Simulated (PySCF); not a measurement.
Compound: C5H9O2 (doublet state).
Cartesian coordinates in Å at the GFN2-xTB level; atoms count from 1:
```xyz
16
C5H9O2 angstrom
C      2.111   -1.216    0.311
O      0.956   -0.598   -0.194
C      1.010    0.832   -0.129
C     -0.206    1.427   -0.666
C     -1.472    1.238   -0.834
C     -2.303    0.033   -0.364
O     -1.724   -0.716    0.652
H      3.000   -0.924   -0.261
H      1.955   -2.289    0.214
H      2.269   -0.962    1.366
H      1.884    1.178   -0.706
H      1.150    1.153    0.918
H     -2.076    1.963   -1.367
H     -2.490   -0.583   -1.260
H     -3.261    0.395    0.018
H     -0.809   -0.921    0.394
```

The hyperfine couplings belong to this conformer and change with its torsions.

Identity: `COC/[C]=C\CO` [radical].

Computed with PySCF 2.14.0, UKS B3LYP, pcH-1 on C H O, non-relativistic, mean-field spin-orbit, GIAO. Geometry: GFN2-xTB, one conformer, isolated molecule. The geometry wasn't refined by DFT: couplings that depend on bond lengths, twists or pyramidal angles can differ widely from those at the functional's own minimum. Stability of the SCF solution: not tested.

(1) Match the computed a_iso(13C) values +276.3, +72.4, +43.7, -24.7, +4.6 MHz with the sites C1; C3; C4; C5; C6.

(2) Match the computed a_iso(17O) values -59.1, -2.2 MHz with the sites O2; O7.

## Answers

(1) 
```
site  a_iso (MHz)  ρ(0) (bohr⁻³)                 position  distance from C4 (Å)  spin population  largest |T| (MHz)
  C1         +4.6        +0.0041          3 bonds from C4                  3.65            +0.01                3.0
  C3        +43.7        +0.0388           1 bond from C4                  1.46            -0.04                6.7
  C4       +276.3        +0.2458  largest spin population                  0.00            +0.99              138.5
  C5        -24.7        -0.0220           1 bond from C4                  1.29            -0.16               17.6
  C6        +72.4        +0.0644          2 bonds from C4                  2.54            +0.08               18.3
```

(2) 
```json
{"site": "O2", "a_iso (MHz)": "-59.1", "ρ(0) (bohr⁻³)": "+0.0975", "position": "2 bonds from C4", "distance from C4 (Å)": "2.38", "spin population": "+0.02", "largest |T| (MHz)": "10.7"}
{"site": "O7", "a_iso (MHz)": "-2.2", "ρ(0) (bohr⁻³)": "+0.0036", "position": "3 bonds from C4", "distance from C4 (Å)": "2.94", "spin population": "0.00", "largest |T| (MHz)": "2.1"}
```

ρ(0) is the spin density at the nucleus and T the dipolar tensor; entries for several nuclei are means. The largest Mulliken spin populations are on C4 (+0.99), C5 (-0.16) and C6 (+0.08). No atom but C4 exceeds +0.15. The positive populations add up to 1.20 and the negative ones to -0.20, together 2S = 1.

Means are taken over nuclei equivalent by connectivity, which assumes that they swap fast. The 1H value of +37.9 MHz is a mean of couplings from 14.1 to 61.6 MHz in this one geometry, not an average over conformers. The 1H value of -5.5 MHz is a mean of couplings from -8.1 to -2.9 MHz in this one geometry, not an average over conformers.

Hardware: one thread of an Arm Neoverse V2, no GPU, on a shared host. Cost: 67 s wall (grids of density and orbitals included), 1.0 GiB resident at most.
